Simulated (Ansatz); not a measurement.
Calculated with Ansatz (gas phase, PBE0-D4/def2-TZVP geometries, no zero-point term in ΔE). CCSD(T)/CBS is the MP2 limit (def2-TZVPP, def2-QZVPP) plus CCSD(T) − MP2 in def2-TZVPP, frozen cores. Functionals use def2-TZVPP. B3LYP here is the variant with VWN-RPA as its local correlation; programs differ in this. def2 core potentials past Kr. For Nb outer-core shells are correlated without core-valence functions, which leaves a few kJ/mol of doubt a bond. One conformer a species, not always the lowest.

`[O]=[Nb]([OH])([F])[Cl]` + `O[SiH2][SiH](S)Cl` → `[O]=[Nb]([F])([Cl])[Cl]` + `O[SiH2][SiH](O)S`  (redistribution)

```csv
level,ΔE (kcal/mol),difference from CCSD(T)/CBS
PBE-D4,-0.8,1.6
r2SCAN-D4,-1.9,0.5
PBE0-D4,-1.3,1.1
B3LYP-D4,-1.9,0.5
ωB97X-V,-1.1,1.3
ωB97M-V,-1.4,1.0
B2PLYP,-3.2,-0.8
PBE,-1.1,1.3
r2SCAN,-2.0,0.4
PBE0,-1.6,0.8
B3LYP,-2.5,-0.1
HF/def2-TZVPP,-3.3,-0.9
MP2/def2-TZVPP,-4.2,-1.8
SCS-MP2/def2-TZVPP,-4.0,-1.6
CCSD/def2-TZVPP,-2.7,-0.3
CCSD(T)/def2-TZVPP,-3.0,-0.6
HF/def2-QZVPP,-3.8,-1.4
MP2/def2-QZVPP,-4.0,-1.6
SCS-MP2/def2-QZVPP,-3.8,-1.4
HF/CBS(def2),-3.9,-1.5
MP2/CBS(def2),-3.6,-1.2
CCSD/CBS(def2),-2.2,0.2
CCSD(T)/CBS,-2.4,0
```

Largest T1 diagnostic among the species: 0.022, so the coupled-cluster value is less sure than usual.
